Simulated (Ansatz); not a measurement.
Consider the redistribution: `[AlH2][BH][GeH3]` + `F[SiH](Cl)Cl` → `[AlH2][BH]Cl` + `F[SiH](Cl)[GeH3]`.

Computed with Ansatz on PBE0-D4/def2-TZVP structures; ΔE is electronic, products minus reactants. CCSD(T)/CBS is the MP2 limit (def2-TZVPP, def2-QZVPP) plus CCSD(T) − MP2 in def2-TZVPP, frozen cores. DFT in def2-TZVPP. For Ge outer-core shells are correlated without core-valence functions, which leaves a few kJ/mol of doubt a bond. Scalar relativity is left out up to krypton.

```csv
level,ΔE (kcal/mol),difference from CCSD(T)/CBS
LDA (SPW92),-2.2,-2.3
B97M-V,1.6,1.5
r2SCAN0-D4,0.0,-0.1
ωB97M-V,-0.4,-0.5
B2PLYP,-1.0,-1.1
PBE-QIDH,-0.3,-0.4
PBE0,-1.5,-1.6
r2SCAN0,0.0,-0.1
BHLYP,-0.4,-0.5
MP2/def2-TZVPP,0.0,-0.1
CCSD(T)/CBS,0.1,0
```

Largest T1 diagnostic among the species: 0.013.

In def2-TZVPP, CCSD(T) changes the Hartree–Fock value by −1.3 kcal/mol (the triples alone add −0.4 kcal/mol) and MP2 by −1.0 kcal/mol. From BLYP to BHLYP (50 % exact exchange), in def2-TZVPP and without D4, ΔE moves by +2.2 kcal/mol.
